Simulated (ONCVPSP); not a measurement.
## Configuration tests for Mg (ONCV)

```json
{
  "Element": "Mg",
  "Generator": "ONCVPSP 4.0.1",
  "Type": "optimised norm-conserving Vanderbilt (ONCV)",
  "Functional": "PBEsol",
  "Relativity": "non-relativistic",
  "Frozen core": "[He]",
  "Valence charge": "10",
  "Reference configuration": "2s2 2p6 3s2",
  "Partial waves": "2s+3s: rc 1.45 bohr, ncon 5, nbas 10, qcut 6.7 1/bohr, 3 projectors, debl 3.1 Ha; 2p: rc 0.70 bohr, ncon 3, nbas 7, qcut 17.7 1/bohr, 2 projectors, debl 3.4 Ha; d scattering state at 0.43 Ha: rc 1.60 bohr, ncon 3, nbas 6, qcut 5.2 1/bohr, 2 projectors, debl 1.2 Ha",
  "Local potential": "polynomial inside 0.55 bohr (lpopt 5, dvloc0 0 Ha)",
  "Core correction": "polynomial model core, fcfact 0.5"
}
```

Energies are relative to the spin-unpolarised reference configuration 2s2 2p6 3s2; without spin polarisation the order of configurations can differ from experiment.

Question: Give the all-electron excitation energy and the error of the potential for: 2s2 2p6 3s1; 2s2 2p6 3s0; 2s2 2p6 3s1.5; 2s2 2p6 3s0 3p2.

Answer:

| valence configuration | charge | ΔE all-electron (eV) | error AE − PS (meV) |
| --- | --- | --- | --- |
| 2s2 2p6 3s1 | +1 | 7.909 | -0.1 |
| 2s2 2p6 3s0 | +2 | 22.701 | -0.8 |
| 2s2 2p6 3s1.5 | +0.5 | 3.124 | 0.0 |
| 2s2 2p6 3s0 3p2 | 0 | 7.092 | +0.1 |

Levels in the configuration 2s2 2p6 3s1.5:

| level | all-electron (eV) | pseudo (eV) |
| --- | --- | --- |
| 2s | -83.554 | -83.556 |
| 2p | -50.841 | -50.844 |
| 3s | -7.872 | -7.872 |

Note: no bound ghost flagged; GHOST(+) flagged for d at 63.5 eV.
